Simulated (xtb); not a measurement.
Al(I)2(OH) (AlHI₂O), SMILES [OH][Al]([I])[I]. All values are semi-empirical tight-binding results from xtb (GFN2-xTB unless named), good for trends rather than for accurate numbers. Coordinates come from a GFN2-xTB optimisation. Other conformers were not sampled.

For metal compounds this method's bond lengths and energies can be far off.

```json
{
  "point_group_as_xtb_finds_it": "C2v",
  "orbital_gap": "4.09 eV",
  "zero_point_energy": "9.7 kcal/mol",
  "G − E(el) at 298.15 K (modified RRHO)": "-11.3 kcal/mol"
}
```
